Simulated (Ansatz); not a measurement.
def2 core potentials replace the inner electrons of Bi.

Species: CH₂BiF₃O₂, SMILES `[OH][Bi]([OH])[C](F)(F)F` (H–O–Bi–O torsion 59°, O–Bi–O–H torsion -57°) (charge 0, multiplicity 1).

### Question
Give a relaxed geometry from PBE0-D3(BJ)/def2-SVP run with Ansatz (a program for electronic structure).

### Answer
One answer among several that fit: the end point of this relaxation, one of several conformers (outside a Z-matrix the atoms follow the SMILES, hydrogens last).
Z-matrix (Å, degrees):
```
C
F 1 1.3352
F 1 1.3354 2 107.70
F 1 1.3500 2 107.10 3 -114.90
Bi 1 2.3374 2 113.15 3 125.78
O 5 2.0833 1 89.59 2 166.98
H 6 0.9671 5 110.66 1 -31.08
O 5 2.0835 6 100.04 7 58.74
H 8 0.9670 5 110.90 6 -57.23
```
